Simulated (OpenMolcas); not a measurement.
Ni4+ (d6) among equal point charges was computed by CASSCF with the d shell active (OpenMolcas, ANO-RCC-VDZP on the metal). Its lowest spin-free states, and all those of the highest spin:

| 2S+1 | Degeneracy | E (cm-1) |
| --- | --- | --- |
| 5 | 2 | 0.0 |
| 5 | 2 | 459.3 |
| 5 | 1 | 1524 |
| 3 | 1 | 28754 |
| 3 | 2 | 29046 |
| 3 | 2 | 29051 |
| 3 | 2 | 29531 |
| 3 | 1 | 29805 |
| 3 | 1 | 29806 |
| 3 | 2 | 30025 |
| 3 | 1 | 32532 |
| 3 | 2 | 32698 |

Question: Is the site octahedral, tetrahedral or cube-like, axial, or of lower symmetry?

Answer: The states with 2S+1 = 5 have orbital degeneracies 2, 2, 1. There are pairs but no triples, so the site is axial: not cubic, but with a proper or improper axis of order three or more. The run had Ni4+ among 5 point charges of -1 e arranged as a trigonal bipyramid (D3h), 1.78 Å from the ion, with the axial distance 1.922 Å.

An orbital doublet at a regular site is open to a Jahn-Teller distortion, which this geometry leaves out. Without dynamic correlation the repulsion within the d shell is too large (B by tens of per cent), so at a given field states of lower spin stand too high. Point charges give a weaker field than real ligands, and real ions of this kind are often low spin; the high spin found here belongs to the model. The ground term spreads over less than 5000 cm-1, several times less than with real ligands, so orbital moments are less quenched and χT lies further from the spin-only value than at real sites. This is an electrostatic model: the charges have no orbitals. No measured value stands beside these numbers.
